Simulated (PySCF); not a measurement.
Compound: C₃H₇ClO₂Si.
Atom-mapped SMILES: `[Cl:1][SiH:2]1[O:3][CH2:4][CH2:5][CH2:6][O:7]1`

Geometry (GFN2-xTB, Å), atoms numbered from 1 in this order:
```
atom  x, y, z in Å
Cl1    3.1647    0.6653    1.2638
Si2    1.7602   -0.0369    0.0444
O3     0.8674    1.2017   -0.5142
C4    -0.5391    1.1726   -0.5267
C5    -1.0965   -0.2440   -0.4612
C6    -0.6185   -0.9610    0.7956
O7     0.7840   -1.0368    0.8752
H8     2.3514   -0.7520   -1.0740
H9    -0.9018    1.7579    0.3268
H10   -0.8593    1.6668   -1.4501
H11   -0.7492   -0.7985   -1.3350
H12   -2.1854   -0.2076   -0.4691
H13   -0.9941   -1.9897    0.8149
H14   -0.9846   -0.4383    1.6874
```

NICS = −σ at a ghost point: NICS(0) at the centroid of the ring atoms, NICS(1) 1 Å to either side along the normal of their mean plane, zz for the tensor component along that normal. Level: GIAO PBE0/pcSseg-1 (PySCF, non-relativistic, gas phase) on the GFN2-xTB geometry, one conformer.

Ring bond lengths (Å), with Mayer bond orders in brackets: Si2–O3 1.626 (1.01), O3–C4 1.407 (0.87), C4–C5 1.524 (1.04), C5–C6 1.524 (1.04), C6–O7 1.407 (0.87), O7–Si2 1.626 (1.01).

Question: What do the NICS probes read (ppm)?

Answer: 
```csv
ring,type,NICS(0),"NICS(1), two faces","NICS(1)zz, two faces",rms pucker (Å),"centre to ring atoms, mean (Å)"
Si2–O3–C4–C5–C6–O7,6-membered ring with 2 O and Si; formal bonds all single,-1.9,-0.3 / -2.4,3.5 / 1.6,0.23,1.48
```

Question: What can be read from them?

Answer: 
- Si2–O3–C4–C5–C6–O7: mean NICS(1)zz 2.5 ppm, near zero. Si2, C4, C5, C6 have four or more neighbours; no verdict on aromaticity is drawn.

Question: What is the mean of the two in-plane components of NICS at the second NICS(1) probe listed for ring Si2–O3–C4–C5–C6–O7, 1 Å off the ring?

Answer: The isotropic value is a third of the trace: (3 × -2.4 − (1.6))/2 = -4.4 ppm.

Question: List the ring angles and the Hirshfeld charges of the ring atoms.

Answer: 
- Si2–O3–C4–C5–C6–O7: Si2 108.3° (+0.441 e), O3 122.4° (-0.238 e), C4 112.6° (+0.012 e), C5 111.0° (-0.078 e), C6 112.6° (+0.013 e), O7 122.5° (-0.238 e); sum 689.4° against 720° for a flat convex ring.

Question: How shielded are the nuclei of the rings and their hydrogens (means over atoms taken as equivalent)?

Answer: 
```json
{"atoms": "Si2", "environment": "chlorine-bound silicon", "σ isotropic (ppm)": "388.9", "principal values of the symmetric part, first atom (ppm)": "350.9, 400.5, 415.2"}
{"atoms": "O3 (×2)", "environment": "silyl ether oxygen", "σ isotropic (ppm)": "273.0", "principal values of the symmetric part, first atom (ppm)": "232.0, 279.8, 307.1"}
{"atoms": "C4 (×2)", "environment": "sp3 carbon bound to oxygen", "σ isotropic (ppm)": "118.1", "principal values of the symmetric part, first atom (ppm)": "95.7, 105.4, 153.2"}
{"atoms": "C5", "environment": "ring CH2 carbon", "σ isotropic (ppm)": "151.6", "principal values of the symmetric part, first atom (ppm)": "143.4, 150.8, 160.6"}
{"atoms": "H8", "environment": "Si–H hydrogen", "σ isotropic (ppm)": "26.62", "principal values of the symmetric part, first atom (ppm)": "22.3, 24.7, 32.9"}
{"atoms": "H9 (×2)", "environment": "methylene hydrogen", "σ isotropic (ppm)": "27.25", "principal values of the symmetric part, first atom (ppm)": "22.6, 26.3, 32.9"}
{"atoms": "H10 (×2)", "environment": "methylene hydrogen", "σ isotropic (ppm)": "27.16", "principal values of the symmetric part, first atom (ppm)": "22.1, 26.4, 33.0"}
{"atoms": "H11", "environment": "methylene hydrogen", "σ isotropic (ppm)": "29.68", "principal values of the symmetric part, first atom (ppm)": "26.9, 27.6, 34.6"}
{"atoms": "H12", "environment": "methylene hydrogen", "σ isotropic (ppm)": "30.31", "principal values of the symmetric part, first atom (ppm)": "26.5, 27.4, 37.1"}
```
